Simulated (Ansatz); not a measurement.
Cu2Cl2⁺, that is (CuCl)2 ring with one electron fewer. Total charge 1; doublet. Geometry r2SCAN-D4/def2-SVP, that of the neutral singlet; atoms count from 1.

```xyz
4

Cu    0.468   -0.063    1.037
Cl   -0.614    1.814    0.387
Cu   -0.467    0.063   -1.037
Cl    0.614   -1.814   -0.387
```

Estimate the Mulliken populations from the PBE0/def2-TZVP orbitals of Ansatz.


| atom | charge (e) | spin (α − β) | d electrons |
| --- | --- | --- | --- |
| Cu1 | 0.60 | 0.36 | 9.64 |
| Cl2 | -0.10 | 0.14 | – |
| Cu3 | 0.60 | 0.36 | 9.64 |
| Cl4 | -0.10 | 0.14 | – |
Mulliken values depend strongly on the basis.

Where does the spin sit?

Summed by element: Cu 0.72, Cl 0.28, of 1 unpaired in all. Largest on single atoms: Cu3 0.36, Cu1 0.36, Cl2 0.14.

And the Mayer bond orders between heavy atoms (over 0.3)?

Cu1–Cl2 0.69 (2.26 Å); Cu1–Cu3 0.45 (2.28 Å); Cu1–Cl4 0.69 (2.26 Å); Cl2–Cu3 0.69 (2.26 Å); Cu3–Cl4 0.69 (2.26 Å).
